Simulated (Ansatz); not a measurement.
C2H8GaNO2 (SMILES C[O][Ga]([NH2])[O]C), singlet, at a GFN2-xTB geometry (such geometries of metal compounds can be far from the true shape); Ansatz (a quantum-chemistry and plane-wave program) with CAM-B3LYP/pcseg-2.

Input for Ansatz:
Ansatz 0.2 input:
```yaml
crystal:
  periodic: [false, false, false]
  atoms:
    - {symbol: Ga, position_ang: [0.06817719, 0.32778880, 0.13932362]}
    - {symbol: O, position_ang: [-1.13049988, -0.96714598, 0.15553063]}
    - {symbol: C, position_ang: [-2.29918065, -1.25323222, 0.89593715]}
    - {symbol: H, position_ang: [-2.47120860, -0.53499575, 1.70164926]}
    - {symbol: H, position_ang: [-3.16036766, -1.24171034, 0.22217645]}
    - {symbol: H, position_ang: [-2.19738422, -2.25012459, 1.33286613]}
    - {symbol: O, position_ang: [1.40916013, 0.11524109, -0.97500461]}
    - {symbol: C, position_ang: [1.75179297, -0.93990105, -1.85600055]}
    - {symbol: H, position_ang: [1.77669769, -0.54949906, -2.87704838]}
    - {symbol: H, position_ang: [2.74420551, -1.31085816, -1.58594164]}
    - {symbol: H, position_ang: [1.03879052, -1.76685584, -1.80956567]}
    - {symbol: N, position_ang: [0.15117125, 1.81113534, 1.24422972]}
    - {symbol: H, position_ang: [-0.71757169, 2.32522433, 1.35457335]}
    - {symbol: H, position_ang: [0.87019108, 2.46345798, 0.94882239]}
basis:
  gaussian:
    orbitals: pcseg-2
hamiltonian:
  xc: cam_b3lyp
```

**Question.** What does Ansatz print? Leave out banner, timings and long lists.

**Answer.** 
```
Functional definition: CAM-B3LYP
1593 factors; their error is unknown
430 factors; integrals over basis functions are off by at most 7.8e-6 eV
mean field evaluation 1: about -60157.1495 eV, gradient 9.2e1 eV
mean field evaluation 2: about -60146.4243 eV, gradient 1.2e2 eV
mean field evaluation 4: about -60172.3046 eV, gradient 5.1e0 eV
mean field evaluation 8: about -60172.3486 eV, gradient 5.7e-2 eV
mean field evaluation 16: about -60172.5443 eV, gradient 1.9e-4 eV
mean field -60172.54434209 eV, -2211.3002181565 hartree, gradient 4.6e-5 eV, S^2 0.000000; 0 other end points of the search recorded, 0 dependent functions left out
reference -60172.54451208 eV, -2211.3002244033 hartree; 37, 37 occupied and 268, 268 virtual orbitals, 1593 factors
Total energy: -60172.54451208 eV, -2211.3002244033 hartree
```
